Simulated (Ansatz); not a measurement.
Ge2 (SMILES [Ge]=[Ge]), triplet, at a GFN2-xTB geometry; Ansatz (a program for electronic structure) with WB97M-V/6-31G*.

Input for Ansatz:
Ansatz 0.2 input:
```yaml
crystal:
  periodic: [false, false, false]
  atoms:
    - {symbol: Ge, position_ang: [-0.00000000, -0.00000000, -1.16521925]}
    - {symbol: Ge, position_ang: [0.00000000, 0.00000000, 1.16521925]}
basis:
  gaussian:
    orbitals: 6-31G*
hamiltonian:
  xc: {name: wB97M-V}
magnetization: {spin_polarized: true, initial_magnetization: 2}
```

**Question.** Predict the main parts of the log of this Ansatz run.

**Answer.** 
```
Functional definition: wB97M-V
620 factors; integrals over basis functions are off by at most 8.4e-4 eV
144 factors; integrals over basis functions are off by at most 2.5e-5 eV
mean field evaluation 1: about -113012.7930 eV, gradient 7.3e0 eV
mean field evaluation 2: about -113012.9422 eV, gradient 5.3e0 eV
mean field evaluation 4: about -113012.9890 eV, gradient 2.0e-1 eV
mean field evaluation 8: about -113012.9888 eV, gradient 8.0e-3 eV
mean field evaluation 16: about -113012.9888 eV, gradient 7.6e-5 eV
mean field evaluation 32: about -113013.1205 eV, gradient 2.0e0 eV
mean field -113013.31875558 eV, -4153.1628610889 hartree, gradient 6.6e-6 eV, S^2 2.002790; 3 other end points of the search recorded, 0 dependent functions left out
reference -113013.31878623 eV, -4153.1628622153 hartree; 33, 31 occupied and 37, 39 virtual orbitals, 620 factors
Total energy: -113013.31878623 eV, -4153.1628622153 hartree
```
